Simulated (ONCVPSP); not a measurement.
Potentials for Si (Z = 14) compared

Generated with ld1.x 7.5 (TM, RRKJ, ultrasoft, PAW), atompaw 4.2 or ONCVPSP 4.0.1. The cutoff is in Ry: for ld1.x and atompaw files where the sum of valence levels is converged to 10 mRy in a Bessel basis, for ONCV files where the hardest occupied wave has 1 mHa per electron of residual kinetic energy. The error is the largest all-electron minus pseudo excitation energy over each file’s own four to seven test configurations (ionisations up to +4, promotions, holes and added fractions of an electron), all of which were solved. The labels leave out finer settings (local radius, basis sizes, second energies), which also bear on the numbers. Spin-polarised tests are not counted. The rows are a selection from randomly drawn settings: files with unsolved tests, undetermined cutoffs or missed reference levels are left out.

| potential | cutoff (Ry) | largest error (meV) | bound ghosts |
| --- | --- | --- | --- |
| ONCV, PBE, scalar-relativistic, rc 0.90/0.85/0.90 (spd), local smoothed, core correction yes, reference 2s2 2p6 3s2 3p2, qcut 16.9/18.6/11.7, projectors 3/2/2 | 243 | +227 | none |
| ONCV, LDA (Perdew-Wang 92), scalar-relativistic, rc 0.85/1.10/0.90 (spd), local smoothed, core correction yes, reference 2s2 2p6 3s2 3p2, qcut 10.6/12.4/12.6, projectors 2/2/2 | 128 | +2.9 | none |
| ONCV, PBE, non-relativistic, rc 1.65/1.80/1.65 (spd), local s, core correction no, reference 3s2 3p2, qcut 3.6/4/5.4, projectors 0/2/2 | 17 | +75 | none |
| ONCV, LDA (Perdew-Zunger), scalar-relativistic, rc 0.90/0.90/0.70 (spd), local d, core correction yes, reference 2s2 2p6 3s1.5 3p2.5, qcut 11.2/15.2/13.2, projectors 2/2/0 | 187 | +3.8 | none |

(1) Fill in the row for Si: ONCV, PBE, scalar-relativistic, rc 0.95/0.90/0.85 (spd), local smoothed, core correction yes, reference 2s2 2p6 3s2 3p1, qcut 16/14.4/10.5, projectors 2/2/2.

(2) Fill in the row for Si: ONCV, PBE, scalar-relativistic, rc 1.90/2.30 (sp), local smoothed, core correction yes, reference 3s2 3p2, qcut 2.8/3.6, projectors 2/2.

(3) Fill in the row for Si: ONCV, LDA (Perdew-Zunger), fully relativistic, rc 1.95/2.05 (sp), local smoothed, core correction yes, reference 3s2 3p2, qcut 2.9/3.9, projectors 2/2.

## Answers

(1) cutoff 171 Ry, largest error -9.4 meV, bound ghosts: none.

(2) cutoff 49 Ry, largest error -194 meV, bound ghosts: none.

(3) cutoff 33 Ry, largest error +39 meV, bound ghosts: none.
